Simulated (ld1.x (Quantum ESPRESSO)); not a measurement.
# What the settings do to the TM potential of boron

Base potential:

| Quantity | Value |
| --- | --- |
| Element | boron |
| Generator | ld1.x (Quantum ESPRESSO) 7.5 |
| Type | norm-conserving Troullier–Martins (Kleinman–Bylander form) |
| Functional | LDA (PZ) |
| Relativity | fully relativistic |
| Frozen core | [He] |
| Valence charge | 3 |
| Reference configuration | 2s2 2p1 |
| Partial waves | 2p (bound): rc 4.10 bohr; 3d channel at 0.45 Ry: rc 4.15 bohr; 2s (bound): rc 1.45 bohr |
| Local potential | the s channel |
| Core correction | none |

Open shells are filled in proportion to 2j + 1 (rel_dist='average').

Cutoffs, loose and tight: the cutoffs (Ry, on a coarse ladder) from which the occupation-weighted sum of valence levels, in a spherical-Bessel basis at the reference potential, stays within 10 and 1 mRy of its value at 400 Ry. They do not see the model core or the augmentation charge, which bear on the density cutoff. Test errors are all-electron minus pseudo excitation energies from the reference, over the configurations 2s2 2p0; 2s1 2p0; 2s2 2p0.5; 2s1 2p2; 2s0 2p3; 2s2 2p1.3; 2s1 2p1. A dash means not determined; rows that change the core or the reference have their own tests.

```tsv
change	outcome	cutoff, loose	cutoff, tight	bound ghosts	largest test error (meV)
base	generated	21 Ry	50 Ry	none	+739
wave 2p (bound): rc 4.10 bohr becomes 2p (bound): rc 2.62 bohr	generated	21 Ry	50 Ry	none	+221
wave 2p (bound): rc 4.10 bohr becomes 2p (bound): rc 4.00 bohr	generated	21 Ry	50 Ry	none	+690
wave 2p (bound): rc 4.10 bohr becomes 2p (bound): rc 4.70 bohr	generated	21 Ry	50 Ry	none	+1026
wave 2p (bound): rc 4.10 bohr becomes 2p (bound): rc 5.42 bohr	generated	21 Ry	50 Ry	none	+1469
wave 2p (bound): rc 4.10 bohr becomes 2p (bound): rc 5.84 bohr	generated	21 Ry	50 Ry	none	+1729
```

(1) What comes out with this change to the base: wave 2p (bound): rc 4.10 bohr becomes 2p (bound): rc 3.62 bohr?

Results:

(1) outcome: generated; cutoff, loose: 21 Ry; cutoff, tight: 50 Ry; bound ghosts: none; largest test error (meV): +523.

Reading the sweep of the p radius (base included, trends over the rows without a ghost): The loose cutoff stays near 21 Ry. The median size of the test errors (rows with all tests solved) rises from 9.3 meV at 2.62 to 181.9 meV at 5.84 bohr. More of the atom is replaced by a form fitted at one configuration, so other configurations suffer as the radius grows.
